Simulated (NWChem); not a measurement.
A series in which one site is exchanged, each optimised at PBE0/def2-SVP with NWChem, gas phase unless a solvent is named. 

A: OB (BH$_{3}$O; site = B)
B: [OH][GaH2] (GaH3O; site = Ga)
C: [OH][AlH2] (AlH3O; site = Al)

Problem. Rank them by vertical ionisation energy, ΔSCF, B3LYP/def2-SVP (eV), lowest first.

Solution. C (10.74), B (10.88), A (11.67)
